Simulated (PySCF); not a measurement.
C3H8ClSi, SMILES [CH2][Si](Cl)(C)C, multiplicity 2. Geometry optimised at PBE-D3(BJ)/def2-SVP. The isomer is the one that the SMILES or the coordinates give; other isomers of the formula were not compared.

Calculation: PySCF 2.14.0 with PBE-D3(BJ)/def2-SVP.

Harmonic wavenumbers (cm⁻¹): 88, 151, 162, 165, 174, 212, 223, 225, 469, 566, 634, 637, 675, 732, 742, 805, 813, 847, 1214, 1219, 1320, 1372, 1375, 1381, 1388, 2975, 2976, 3062, 3075, 3076, 3084, 3084, 3165. Rotational constants (GHz): 3.153, 2.196, 2.140; symmetry number 1.

**Question.** Work out the zero-point energy and the ideal-gas rigid-rotor harmonic-oscillator thermochemistry at 298.15 K and 1 atm.

**Answer.** ZPE = ½ Σ hcν = ½ × 42087 cm⁻¹ = 251.73 kJ/mol. H − E(el) = 277.81 kJ/mol. Entropy in J/(mol K): translation 167.10, rotation 114.96, vibration 97.57, spin 5.76, total 385.39. G − E(el) = 162.91 kJ/mol. Cp = 135.79 J/(mol K). Modes under 150 cm⁻¹ make the vibrational entropy uncertain.
